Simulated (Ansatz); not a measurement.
Several settings on one geometry of LaF3 (that of the charge 0 singlet, PBE0-D4/def2-TZVP). Ansatz on 4 threads of Arm Neoverse V2 on a shared host; times are rough.

```
atom   x (Å)   y (Å)   z (Å)
 La1  -0.002   0.002   0.369
  F2   2.087  -0.026  -0.111
  F3  -1.021   1.818  -0.138
  F4  -1.064  -1.795  -0.120
```

Totals from different functionals, basis sets or treatments of relativity can't be compared as stabilities.

In the def2 sets La takes a core potential; there is no spin–orbit coupling. B3LYP takes the VWN-RPA correlation.

The spins typed aren't always the lowest for that charge.

Q: Give the basis size and estimate the energy, ⟨S²⟩, dipole and time of these runs.

```
run                        method  charge    state                                                                                                                                          further keys
  1  RKS B3LYP-D3(BJ)/def2-mTZVPP       0  singlet                                                                                             scf: {omitted_lower_state_checks: [starts]}; forces asked
  2         UKS ωB97X-V/def2-TZVP       0  triplet  final_grid: {core_spheres: 5, valence_spheres: 4, degree: 11}; point_charges: [{charge: -1.00, position_ang: [5.071, -0.314, -0.251]}]; forces asked
  3    ROKS r2SCAN50-D4/def2-TZVP       1  doublet                                                                                                           scf: {omitted_lower_state_checks: [starts]}
```

A: 
```tsv
run	functions	energy (Eh)	⟨S²⟩	dipole (D)	wall time
1	105	-331.5082	–	4.16	1.2 s
2	133	-331.1294	2.01	6.45	15 s
3	133	-330.7631	–	–	23 s
```
